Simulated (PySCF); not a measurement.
C4H7, multiplicity 2. Atoms are numbered in the order given.

```xyz
11

C     -0.4042     1.2941    -0.4841
C      0.0586     0.0673    -0.0179
C      1.4218    -0.2107     0.0593
C     -0.9386    -0.9995     0.3917
H     -1.4723     1.5176    -0.5374
H      0.2931     2.0697    -0.8110
H      1.7874    -1.1700     0.4334
H      2.1641     0.5275    -0.2546
H     -1.8993    -0.5593     0.6973
H     -1.1404    -1.6854    -0.4483
H     -0.5579    -1.6070     1.2266
```
Charge 0, spin multiplicity 2.

Geometry optimised at B3LYP-D3(BJ)/def2-SVP. The isomer is the one that the SMILES or the coordinates give; other isomers of the formula were not compared.

Calculation: PBE/def2-TZVP in PySCF.

Atomic charges (e):

```json
[
 {"atom": "C1", "Mulliken": "-0.29", "Löwdin": "-0.16", "Mulliken spin": "0.64"},
 {"atom": "C2", "Mulliken": "?", "Löwdin": "-0.29", "Mulliken spin": "-0.19"},
 {"atom": "C3", "Mulliken": "-0.29", "Löwdin": "-0.16", "Mulliken spin": "0.66"},
 {"atom": "C4", "Mulliken": "?", "Löwdin": "-0.27", "Mulliken spin": "0.00"},
 {"atom": "H5", "Mulliken": "0.12", "Löwdin": "0.12", "Mulliken spin": "-0.03"},
 {"atom": "H6", "Mulliken": "0.11", "Löwdin": "0.12", "Mulliken spin": "-0.03"},
 {"atom": "H7", "Mulliken": "0.12", "Löwdin": "0.12", "Mulliken spin": "-0.03"},
 {"atom": "H8", "Mulliken": "0.11", "Löwdin": "0.12", "Mulliken spin": "-0.03"},
 {"atom": "H9", "Mulliken": "?", "Löwdin": "0.13", "Mulliken spin": "0.00"},
 {"atom": "H10", "Mulliken": "?", "Löwdin": "0.13", "Mulliken spin": "-0.01"},
 {"atom": "H11", "Mulliken": "?", "Löwdin": "0.13", "Mulliken spin": "0.00"}
]
```

Task: Complete the blanks. (The exact figures need the calculation; the answer reports its results.)

Result: 
- C2, Mulliken: 0.12
- C4, Mulliken: -0.38
- H9, Mulliken: 0.12
- H10, Mulliken: 0.13
- H11, Mulliken: 0.12

Computed Mayer and Wiberg (Löwdin basis) orders of the bonds:
| bond | Mayer | Wiberg |
|---|---|---|
| C1–C2 | 1.46 | 1.72 |
| C2–C3 | 1.44 | 1.71 |
| C2–C4 | 0.96 | 1.21 |
| C1–H5 | 0.96 | 0.90 |
| C1–H6 | 0.95 | 0.90 |
| C3–H7 | 0.96 | 0.90 |
| C3–H8 | 0.95 | 0.90 |
| C4–H9 | 0.97 | 0.90 |
| C4–H10 | 0.95 | 0.89 |
| C4–H11 | 0.97 | 0.90 |
